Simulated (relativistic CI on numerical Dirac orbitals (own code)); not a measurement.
# How well does a small relativistic CI reproduce S?

Method of calculation: Dirac-Coulomb-Breit CI, KLI orbitals optimised for each configuration, a model potential for QED, valence Slater integrals scaled by 0.85, P86 correlation estimate, and configurations built on the next ion tied to the tabulated ionisation energy (semi-empirical) (own radial code, finite nucleus).

Configuration list (outside the closed core [Ne]): 3s2.3p4, 3s2.3p3.4s, 3s2.3p3.4p, 3s2.3p3.3d, 3s2.3p3.5s, 3s.3p5, 3s2.3p3.5p, 3s2.3p3.4d, 3s2.3p3.6s, 3s2.3p3.4f, 3s2.3p2.3d2, 3p6, 3s2.3p3.5d, 3s2.3p3.5f, 3s2.3p3.5g, 3s2.3p2.4s2, 3s.3p4.3d, 3s2.3p2.4s.4p, 3s2.3p2.3d.4s. Levels of other configurations are missing.

| Configuration | Term (tabulated) | J | Measured (cm⁻¹) | Computed | Error | Purity (%) |
| --- | --- | --- | --- | --- | --- | --- |
| 3s2.3p4 | 3P | 2 | 0.0 | 0 | 0 | 99 |
| 3s2.3p4 | 3P | 1 | 396.1 | 395 | -1 | 99 |
| 3s2.3p4 | 3P | 0 | 573.6 | 570 | -3 | 99 |
| 3s2.3p4 | 1D | 2 | 9238.6 | 9927 | 689 | 99 |
| 3s2.3p4 | 1S | 0 | 22180.0 | 18882 | -3298 | 96 |
| 3s2.3p3.4s | 5S° | 2 | 52623.6 | 52608 | -15 | 100 |
| 3s2.3p3.4s | 3S° | 1 | 55330.8 | 55277 | -54 | 99 |
| 3s2.3p3.4p | 5P | 1 | 63446.1 | 62785 | -661 | 100 |
| 3s2.3p3.4p | 5P | 2 | 63457.1 | 62795 | -662 | 100 |
| 3s2.3p3.4p | 5P | 3 | 63475.1 | 62810 | -665 | 100 |
| 3s2.3p3.4p | 3P | 1 | 64889.0 | 64090 | -799 | 99 |
| 3s2.3p3.4p | 3P | 0 | 64891.4 | 64092 | -800 | 99 |
| 3s2.3p3.4p | 3P | 2 | 64892.6 | 64092 | -800 | 99 |
| 3s2.3p3.4s | 3D° | 1 | 67816.4 | 69080 | 1263 | 96 |
| 3s2.3p3.4s | 3D° | 2 | 67825.2 | 69091 | 1265 | 97 |
| 3s2.3p3.4s | 3D° | 3 | 67842.9 | 69109 | 1266 | 97 |
| 3s2.3p3.3d | 5D° | 4 | 67877.6 | 68412 | 535 | 97 |
| 3s2.3p3.3d | 5D° | 0 | 67884.2 | 68419 | 535 | 97 |
| 3s2.3p3.3d | 5D° | 1 | 67885.5 | 68419 | 533 | 97 |
| 3s2.3p3.3d | 5D° | 2 | 67887.8 | 68417 | 529 | 97 |
| 3s2.3p3.3d | 5D° | 3 | 67890.0 | 68415 | 525 | 97 |
| 3s2.3p3.4s | 1D° | 2 | 69237.9 | 70449 | 1211 | 86 |
| 3s2.3p3.3d | 3D° | 1 | 70164.6 | 70498 | 333 | 91 |
| 3s2.3p3.3d | 3D° | 2 | 70166.2 | 70507 | 341 | 78 |
| 3s2.3p3.3d | 3D° | 3 | 70174.0 | 70504 | 330 | 91 |
| 3s2.3p3.5s | 5S° | 2 | 70702.8 | 70540 | -163 | 100 |
| 3s2.3p3.5s | 3S° | 1 | 71351.4 | 71484 | 132 | 99 |
| 3s2.3p3.5p | 5P | 1 | 73911.3 | 73844 | -67 | 100 |
| 3s2.3p3.5p | 5P | 2 | 73914.9 | 73847 | -68 | 100 |
| 3s2.3p3.5p | 5P | 3 | 73921.0 | 73852 | -68 | 100 |
| 3s2.3p3.5p | 3P | 2 | 74268.5 | 74225 | -43 | 97 |
| 3s2.3p3.5p | 3P | 1 | 74269.6 | 74225 | -45 | 98 |
| 3s2.3p3.5p | 3P | 0 | 74271.7 | 74226 | -45 | 98 |
| 3s2.3p3.4d | 5D° | 4 | 74973.1 | 75570 | 597 | 94 |
| 3s2.3p3.4d | 5D° | 3 | 74974.1 | 75571 | 596 | 94 |
| 3s2.3p3.4d | 5D° | 2 | 74975.2 | 75571 | 596 | 94 |
| 3s2.3p3.4d | 5D° | 1 | 74976.1 | 75571 | 595 | 94 |
| 3s2.3p3.4d | 5D° | 0 | 74976.6 | 75571 | 595 | 94 |
| 3s2.3p3.4d | 3D° | 1 | 75951.9 | 76895 | 943 | 85 |
| 3s2.3p3.4d | 3D° | 2 | 75952.4 | 76897 | 944 | 85 |
| 3s2.3p3.4d | 3D° | 3 | 75956.5 | 76903 | 947 | 85 |
| 3s2.3p3.6s | 5S° | 2 | 76464.1 | 76551 | 86 | 100 |
| 3s2.3p3.4f | 5F | 4 | 76654.8 | 76697 | 42 | 100 |
| 3s2.3p3.4f | 5F | 5 | 76654.8 | 76697 | 42 | 100 |
| 3s2.3p3.4f | 5F | 3 | 76654.8 | 76697 | 42 | 100 |
| 3s2.3p3.4f | 5F | 2 | 76654.8 | 76697 | 42 | 100 |
| 3s2.3p3.4f | 5F | 1 | 76654.8 | 76697 | 42 | 100 |
| 3s2.3p3.4f | 3F | 4 | 76656.3 | 76698 | 42 | 100 |
| 3s2.3p3.4f | 3F | 3 | 76656.3 | 76698 | 42 | 100 |
| 3s2.3p3.4f | 3F | 2 | 76656.4 | 76698 | 42 | 100 |
| 3s2.3p3.6s | 3S° | 1 | 76720.6 | 77018 | 297 | 99 |
| 3s2.3p3.4s | 3P° | 0 | 77135.5 | 78905 | 1769 | 68 |
| 3s2.3p3.4s | 3P° | 1 | 77150.1 | 78884 | 1734 | 65 |
| 3s2.3p3.4s | 3P° | 2 | 77181.1 | 78832 | 1651 | 60 |
| 3s2.3p3.4p | 3D | 2 | 78152.1 | 78701 | 549 | 93 |
| 3s2.3p3.4p | 3D | 3 | 78203.2 | 78740 | 537 | 87 |
| 3s2.3p3.4s | 1P° | 1 | 78288.4 | 80447 | 2158 | 84 |
| 3s2.3p3.4p | 3F | 2 | 78409.9 | 78799 | 389 | 93 |
| 3s2.3p3.4p | 3F | 3 | 78435.8 | 78824 | 389 | 87 |
| 3s2.3p3.4p | 3F | 4 | 78463.0 | 78844 | 381 | 100 |
| 3s2.3p3.4p | 1F | 3 | 78639.9 | 78994 | 354 | 99 |
| 3s2.3p3.4p | 3P | 2 | 79375.8 | 80206 | 831 | 97 |
| 3s2.3p3.4p | 3P | 1 | 79405.3 | 80232 | 826 | 97 |
| 3s2.3p3.4p | 3P | 0 | 79418.0 | 80244 | 826 | 97 |

Measured levels from NIST Handbook of Basic Atomic Spectroscopic Data (Sansonetti and Martin, J. Phys. Chem. Ref. Data 34, 1559 (2005)); pairs were made by configuration, J and term (by order where the table uses no LS term), so strongly mixed levels may be paired wrongly.

Mean error by configuration (cm⁻¹): 3s2.3p4 -653; 3s2.3p3.4s 1225; 3s2.3p3.4p 46; 3s2.3p3.3d 458; 3s2.3p3.5s -15; 3s2.3p3.5p -56; 3s2.3p3.4d 727; 3s2.3p3.6s 192; 3s2.3p3.4f 42. Over the excited levels the mean absolute error is 582 cm⁻¹ (63 of the 68 excited levels that our extract of the source holds in range could be paired, and the others can miss by more), and the median relative error of those above 1,000 cm⁻¹ is 0.78 %.

Transition probabilities of persistent lines. The last column rescales the computed rate by the cube of measured over computed energy:

| λ measured (Å) | Lower | Upper | A tabulated (s⁻¹) | A computed | A rescaled |
| --- | --- | --- | --- | --- | --- |
| 1425.03 vacuum | 3s2.3p4 3P_2 | 3s2.3p3.3d 3D°_3 | 2.92e+08 | 2.08e+08 | 2.05e+08 |
| 1433.28 vacuum | 3s2.3p4 3P_1 | 3s2.3p3.3d 3D°_2 | 2.16e+08 | 1.36e+08 | 1.34e+08 |
| 1433.31 vacuum | 3s2.3p4 3P_1 | 3s2.3p3.3d 3D°_1 | 1.20e+08 | 8.82e+07 | 8.70e+07 |
| 1473.99 vacuum | 3s2.3p4 3P_2 | 3s2.3p3.4s 3D°_3 | 1.82e+08 | 1.57e+08 | 1.49e+08 |
| 1666.69 vacuum | 3s2.3p4 1D_2 | 3s2.3p3.4s 1D°_2 | 6.30e+08 | 4.45e+08 | 4.34e+08 |
| 1807.31 vacuum | 3s2.3p4 3P_2 | 3s2.3p3.4s 3S°_1 | 3.08e+08 | 3.39e+08 | 3.40e+08 |
| 1820.34 vacuum | 3s2.3p4 3P_1 | 3s2.3p3.4s 3S°_1 | 1.70e+08 | 1.97e+08 | 1.97e+08 |
| 1826.24 vacuum | 3s2.3p4 3P_0 | 3s2.3p3.4s 3S°_1 | 5.49e+07 | 6.49e+07 | 6.51e+07 |
| 9212.86 air | 3s2.3p3.4s 5S°_2 | 3s2.3p3.4p 5P_3 | 3.00e+07 | 2.76e+07 | 3.32e+07 |
| 9228.09 air | 3s2.3p3.4s 5S°_2 | 3s2.3p3.4p 5P_2 | 2.80e+07 | 2.74e+07 | 3.30e+07 |
| 9237.54 air | 3s2.3p3.4s 5S°_2 | 3s2.3p3.4p 5P_1 | 2.80e+07 | 2.74e+07 | 3.29e+07 |
| 10455.45 air | 3s2.3p3.4s 3S°_1 | 3s2.3p3.4p 3P_2 | 2.20e+07 | 2.03e+07 | 2.59e+07 |
| 10456.76 air | 3s2.3p3.4s 3S°_1 | 3s2.3p3.4p 3P_0 | 2.20e+07 | 2.03e+07 | 2.59e+07 |
| 10459.41 air | 3s2.3p3.4s 3S°_1 | 3s2.3p3.4p 3P_1 | 2.20e+07 | 2.03e+07 | 2.59e+07 |
